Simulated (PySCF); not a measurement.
A run for PySCF: R-BP86/6-31G* on H2S (SMILES S).

```python
from pyscf import gto, scf, dft, mp
from pyscf.data.elements import chemcore

mol = gto.M(
    atom='''
    S     0.21904765    0.02306503   -0.80221055
    H     0.31103920   -0.04992053    0.53737774
    H    -0.01054650   -1.29399874   -0.92292390
    ''',
    basis='6-31g*',
    cart=True,
    charge=0, spin=0, verbose=3, max_memory=1800)
mf = dft.RKS(mol, xc='b88,p86')
mf.conv_tol = 1e-8
mf.max_cycle = 100
mf.kernel()
if not mf.converged:
    mf = mf.newton().run(mf.mo_coeff, mf.mo_occ)
```

### Question
Give the final energy of this run.

### Answer
-399.4078 hartree.
